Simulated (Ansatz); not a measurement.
Ansatz (an electronic-structure program) input (PBE/def2-TZVP):

Ansatz 0.2 input:
```yaml
crystal:
  periodic: [false, false, false]
  atoms:
    - {symbol: Nb, position_ang: [-0.00000000, -0.00000000, -0.27558383]}
    - {symbol: O, position_ang: [0.00000000, 0.00000000, 1.41236713]}
basis:
  gaussian:
    orbitals: def2-TZVP
hamiltonian:
  xc: {name: PBE}
magnetization: {spin_polarized: true, initial_magnetization: 3}
relax: {f_tol: 0.003, max_steps: 100}
```

Output:

```
Functional definition: PBE
integrals: 0.01 GiB planned
469 factors; their error is unknown
mean field: 0.17 GiB planned
mean field evaluation 1: about -3586.0324 eV, gradient 5.2e1 eV
mean field evaluation 2: about -3387.4656 eV, gradient 1.6e2 eV
mean field evaluation 4: about -3594.4109 eV, gradient 1.9e1 eV
mean field evaluation 8: about -3596.0747 eV, gradient 7.5e-1 eV
mean field evaluation 16: about -3596.0756 eV, gradient 1.4e-5 eV
mean field evaluation 32: about -3594.6715 eV, gradient 8.2e-4 eV
mean field -3596.07557067 eV, -132.1533397147 hartree, gradient 1.4e-5 eV, S^2 3.770594; 8 other end points of the search recorded, 0 dependent functions left out
the calculation of the forces begins
reference -3596.07561366 eV, -132.1533412944 hartree; 12, 9 occupied and 59, 62 virtual orbitals, 469 factors
relax step   1: F+E_penalty+E_count = -3596.07557067 eV  Δ(F+E_penalty+E_count) = +0.000e0 eV  max|allowed force component| = 2.633e-1 eV/Å  Δτ_max = 0.0000 Å  (170 SCF iters, accepted)
these checks for a lower state are left out or cut short: starts, cluster_reference, orbital_swaps, neighbouring_geometries, increment
integrals: 0.01 GiB planned
469 factors; their error is unknown
mean field: 0.17 GiB planned
mean field evaluation 64: about -3596.0762 eV, gradient 1.7e-2 eV
mean field -3596.07622080 eV, -132.1533636064 hartree, gradient 2.0e-5 eV, S^2 3.770997; 0 other end points of the search recorded, 0 dependent functions left out
the calculation of the forces begins
reference -3596.07626381 eV, -132.1533651869 hartree; 12, 9 occupied and 59, 62 virtual orbitals, 469 factors
relax step   2: F+E_penalty+E_count = -3596.07622080 eV  Δ(F+E_penalty+E_count) = -6.501e-4 eV  max|allowed force component| = 5.588e-2 eV/Å  Δτ_max = 0.0020 Å  (31 SCF iters, accepted)
these checks for a lower state are left out or cut short: starts, cluster_reference, orbital_swaps, neighbouring_geometries, increment
integrals: 0.01 GiB planned
469 factors; their error is unknown
mean field: 0.17 GiB planned
mean field -3596.07625192 eV, -132.1533647499 hartree, gradient 1.1e-5 eV, S^2 3.771108; 0 other end points of the search recorded, 0 dependent functions left out
the calculation of the forces begins
reference -3596.07629493 eV, -132.1533663307 hartree; 12, 9 occupied and 59, 62 virtual orbitals, 469 factors
relax step   3: F+E_penalty+E_count = -3596.07625192 eV  Δ(F+E_penalty+E_count) = -3.112e-5 eV  max|allowed force component| = 3.503e-4 eV/Å  Δτ_max = 0.0006 Å  (25 SCF iters, accepted)
integrals: 0.01 GiB planned
469 factors; their error is unknown
mean field: 0.17 GiB planned
mean field evaluation 96: about -3591.2532 eV, gradient 1.6e1 eV
mean field evaluation 128: about -3595.2338 eV, gradient 6.5e0 eV
mean field -3596.07625192 eV, -132.1533647499 hartree, gradient 1.1e-5 eV, S^2 3.771108; 8 other end points of the search recorded, 0 dependent functions left out
the calculation of the forces begins
reference -3596.07629493 eV, -132.1533663307 hartree; 12, 9 occupied and 59, 62 virtual orbitals, 469 factors
Total energy: -3596.07629493 eV, -132.1533663307 hartree
Atom 0 at     0.000000    -0.000000    -0.278179 Å, force    -0.000000    -0.000000    -0.000350 eV/Å
Atom 1 at    -0.000000     0.000000     1.414962 Å, force     0.000000     0.000000     0.000350 eV/Å
Dipole moment:     0.000000    -0.000000    -0.704921 e Å
```

The spin state was set by rule; other spins were not relaxed.
